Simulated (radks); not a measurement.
Effect of the nuclear size on the oxygen ion O2+, [He] 2s2 2p2. Calculated with a radial shooting solver on a logarithmic mesh with Libxc functionals: Dirac Kohn-Sham, relativistic LDA (MacDonald-Vosko exchange, VWN5 correlation), spin-unpolarised, spherical densities, finite nucleus; open shells are shared between the two j in proportion to 2j + 1; Fermi nuclear charge, rms radius 2.6991 fm. The rms radius is varied about that value; shifts are against it.

rms radius (fm)	total energy shift (eV)	density at nucleus (e/bohr^3)	1s1/2 shift (meV)
2.2376	-0.000119	320.7	-0.046
2.6073	-0.0000254	320.5	-0.010
2.6991	0	320.4	0.000
2.9393	0.0000706	320.3	0.027
3.2254	0.000162	320.2	0.063

Slopes of the eigenvalues against <r^2> in GHz/fm^2, as finite differences over the two radii next to the reference (eigenvalue slopes, not the field-shift constants of lines): 1s1/2 4.87.
